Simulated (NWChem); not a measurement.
CH$_{5}$FOSi; SMILES FC[SiH2]O

```xyz
9

O     -0.8952     1.4999    -0.1983
Si     0.5155     0.7028     0.1860
C      0.4782    -1.0937    -0.4352
F     -0.5872    -1.7436     0.2208
H     -1.7059     1.1158     0.1649
H      1.6055     1.4519    -0.4882
H      0.7499     0.6518     1.6562
H      1.4062    -1.6378    -0.2094
H      0.3048    -1.1644    -1.5171
```
Atoms are numbered in this order, from 1.

Computed with NWChem. Geometry: optimised at B3LYP/6-31G* (spherical d). Level r2SCAN/def2-SVP: energy and gradient on several grids; changes count from the extra-fine grid, which is no exact limit either.

Which is the coarsest grid (coarse; xfine; medium; fine; xcoarse) from which on the energy stays within 50 μHa and each gradient component within 100 μHa/bohr of xfine?

fine.
```json
[
 {"grid": "xcoarse", "size of the energy change (μHa)": "3000", "largest change of a gradient component (μHa/bohr)": "5000", "time, medium = 1 (rough)": "about 1"},
 {"grid": "coarse", "size of the energy change (μHa)": "100", "largest change of a gradient component (μHa/bohr)": "500", "time, medium = 1 (rough)": "about 1"},
 {"grid": "medium", "size of the energy change (μHa)": "100", "largest change of a gradient component (μHa/bohr)": "70", "time, medium = 1 (rough)": "about 1"},
 {"grid": "fine", "size of the energy change (μHa)": "10", "largest change of a gradient component (μHa/bohr)": "40", "time, medium = 1 (rough)": "about 1"},
 {"grid": "xfine", "size of the energy change (μHa)": "< 10", "largest change of a gradient component (μHa/bohr)": "< 30", "time, medium = 1 (rough)": "3"}
]
```
